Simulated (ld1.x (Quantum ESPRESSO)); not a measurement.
# u(r) = r·R(r): atom against pseudo-atom (oxygen (O))

Columns: radius, all-electron u(r) and pseudo u(r) of the 2p shell (level -9.04 eV) of oxygen in the configuration [He] 2s2 2p4; PBE, non-relativistic, ultrasoft scheme, ld1.x (Quantum ESPRESSO) 7.5.

```json
{"r (bohr)": "0.057", "all-electron": "0.0393", "pseudo": "0.0112"}
{"r (bohr)": "0.115", "all-electron": "0.1291", "pseudo": "0.0448"}
{"r (bohr)": "0.172", "all-electron": "0.2361", "pseudo": "0.0976"}
{"r (bohr)": "0.230", "all-electron": "0.3472", "pseudo": "0.1681"}
{"r (bohr)": "0.288", "all-electron": "0.4511", "pseudo": "0.2511"}
{"r (bohr)": "0.345", "all-electron": "0.5418", "pseudo": "0.3401"}
{"r (bohr)": "0.402", "all-electron": "0.6196", "pseudo": "0.4315"}
{"r (bohr)": "0.460", "all-electron": "0.6855", "pseudo": "0.5219"}
{"r (bohr)": "0.518", "all-electron": "0.7387", "pseudo": "0.6055"}
{"r (bohr)": "0.575", "all-electron": "0.7792", "pseudo": "0.6774"}
{"r (bohr)": "0.632", "all-electron": "0.8090", "pseudo": "0.7367"}
{"r (bohr)": "0.690", "all-electron": "0.8295", "pseudo": "0.7830"}
{"r (bohr)": "0.747", "all-electron": "0.8413", "pseudo": "0.8145"}
{"r (bohr)": "0.805", "all-electron": "0.8460", "pseudo": "0.8332"}
{"r (bohr)": "0.862", "all-electron": "0.8446", "pseudo": "0.8400"}
{"r (bohr)": "0.920", "all-electron": "0.8381", "pseudo": "0.8376"}
{"r (bohr)": "0.977", "all-electron": "0.8277", "pseudo": "0.8284"}
{"r (bohr)": "1.035", "all-electron": "0.8138", "pseudo": "0.8143"}
{"r (bohr)": "1.092", "all-electron": "0.7975", "pseudo": "0.7977"}
{"r (bohr)": "1.150", "all-electron": "0.7789", "pseudo": "0.7789"}
{"r (bohr)": "1.208", "all-electron": "0.7587", "pseudo": "0.7587"}
{"r (bohr)": "1.265", "all-electron": "0.7377", "pseudo": "0.7377"}
{"r (bohr)": "1.322", "all-electron": "0.7159", "pseudo": "0.7159"}
{"r (bohr)": "1.380", "all-electron": "0.6932", "pseudo": "0.6932"}
{"r (bohr)": "1.438", "all-electron": "0.6703", "pseudo": "0.6703"}
{"r (bohr)": "1.495", "all-electron": "0.6476", "pseudo": "0.6476"}
```

Problem. How many radial nodes do the two functions have?

Solution. The all-electron 2p function has n − l − 1 = 0; the pseudo-wave has 0.

Problem. At about which radius was the pseudo-wave matched?

Solution. 1.15 bohr, where the columns begin to agree (steps of 0.06 bohr).

Problem. Where does each function peak?

Solution. Outermost all-electron maximum near 0.81 bohr, pseudo maximum near 0.86 bohr (to the table’s step).

Problem. Is the pseudo-wave norm-conserving?

Solution. No, it belongs to an ultrasoft set: the norm inside the radius is not constrained, and the difference is carried by the augmentation charge.
